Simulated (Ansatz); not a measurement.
HfSi2. The state is a quintet with charge 0. Geometry PBE-D4/def2-TZVP; atoms count from 1.

Cartesian coordinates in Å:
```
Hf 1.389 -0.496 -0.178
Si -0.526 0.282 1.312
Si -0.863 0.214 -1.135
```

In the def2 sets Hf takes a core potential; there is no spin–orbit coupling. At PBE0-D4/def2-TZVP a triplet of charge 0 lies 0.97 eV below the quintet, each at its own geometry. The structure comes from a short search, and lower isomers may exist.

Estimate the Mulliken populations from the PBE0/def2-TZVP orbitals of Ansatz.


| atom | charge (e) | spin (α − β) | d electrons |
| --- | --- | --- | --- |
| Hf1 | 0.31 | 2.15 | 2.34 |
| Si2 | -0.15 | 0.93 | – |
| Si3 | -0.15 | 0.93 | – |
Mulliken values depend strongly on the basis.

Where does the spin sit?

Summed by element: Hf 2.15, Si 1.85, of 4 unpaired in all. Largest on single atoms: Hf1 2.15, Si2 0.93, Si3 0.93.

And the Mayer bond orders between heavy atoms (over 0.3)?

Hf1–Si2 1.59 (2.55 Å); Hf1–Si3 1.59 (2.55 Å); Si2–Si3 0.99 (2.47 Å).
